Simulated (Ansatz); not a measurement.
`BC(F)OC`, one more setting.

```yaml
crystal:
  periodic: [false, false, false]
  atoms:
    - {symbol: B, position_ang: [0.634307, 1.594136, -0.967343]}
    - {symbol: C, position_ang: [-0.335626, 0.488490, -0.381706]}
    - {symbol: F, position_ang: [-1.151286, -0.080793, -1.358951]}
    - {symbol: O, position_ang: [0.539776, -0.448769, 0.121624]}
    - {symbol: C, position_ang: [-0.048086, -1.416481, 0.972534]}
    - {symbol: H, position_ang: [0.996486, 1.517102, -2.099933]}
    - {symbol: H, position_ang: [1.020389, 2.464833, -0.248570]}
    - {symbol: H, position_ang: [-1.032111, 0.834541, 0.397424]}
    - {symbol: H, position_ang: [-0.542467, -0.933665, 1.823309]}
    - {symbol: H, position_ang: [0.757816, -2.052156, 1.336071]}
    - {symbol: H, position_ang: [-0.773797, -2.024138, 0.426041]}
basis:
  gaussian: {orbitals: def2-TZVPD}
magnetization: {spin_polarized: true, initial_magnetization: 0}
hamiltonian: {xc: {name: RPBE}}
output: {forces: true}
```

```sh
$ ansatz run in.yaml --threads 4 --pin off --events-out ev --progress --plain --max-ram 10444MiB
```

It prints (some lines left out):

```
Functional definition: RPBE
1200 factors; their error is unknown
mean field evaluation 1: about -7606.4256 eV, gradient 4.0e1 eV
mean field evaluation 2: about -7590.5034 eV, gradient 7.2e1 eV
mean field evaluation 4: about -7613.4527 eV, gradient 5.3e0 eV
mean field evaluation 8: about -7613.5600 eV, gradient 2.5e-1 eV
mean field evaluation 16: about -7613.5181 eV, gradient 4.1e-4 eV
mean field -7613.51805010 eV, -279.7916277133 hartree, gradient 1.9e-5 eV, S^2 0.000000; 0 other end points of the search recorded, 0 dependent functions left out
reference -7613.51810592 eV, -279.7916297647 hartree; 20, 20 occupied and 225, 225 virtual orbitals, 1200 factors
Total energy: -7613.51810592 eV, -279.7916297647 hartree
Atom 0 at     0.634307     1.594136    -0.967343 Å, force     0.115775     0.179210    -0.043702 eV/Å
Atom 1 at    -0.335626     0.488490    -0.381706 Å, force     0.100146     0.677412     0.235516 eV/Å
Atom 2 at    -1.151286    -0.080793    -1.358951 Å, force    -0.746340    -0.401677    -0.832750 eV/Å
Atom 3 at     0.539776    -0.448769     0.121624 Å, force     0.923415    -0.076952    -0.132870 eV/Å
Atom 4 at    -0.048086    -1.416481     0.972534 Å, force    -0.180116    -0.386608     0.373021 eV/Å
Atom 5 at     0.996486     1.517102    -2.099933 Å, force     0.074919     0.000953    -0.180871 eV/Å
Atom 6 at     1.020389     2.464833    -0.248570 Å, force     0.058263     0.161241     0.100424 eV/Å
Atom 7 at    -1.032111     0.834541     0.397424 Å, force    -0.214688     0.134791     0.231479 eV/Å
Atom 8 at    -0.542467    -0.933665     1.823309 Å, force    -0.144138     0.093110     0.255378 eV/Å
Atom 9 at     0.757816    -2.052156     1.336071 Å, force     0.210089    -0.183717     0.108640 eV/Å
Atom 10 at    -0.773797    -2.024138     0.426041 Å, force    -0.197326    -0.197763    -0.114266 eV/Å
Dipole moment:    -0.030373     0.002621     0.369359 e Å
```

It took 2.7 s on 4 threads of an INTEL XEON PLATINUM 8581C on a shared host, with 0.52 GiB of host memory at the peak.
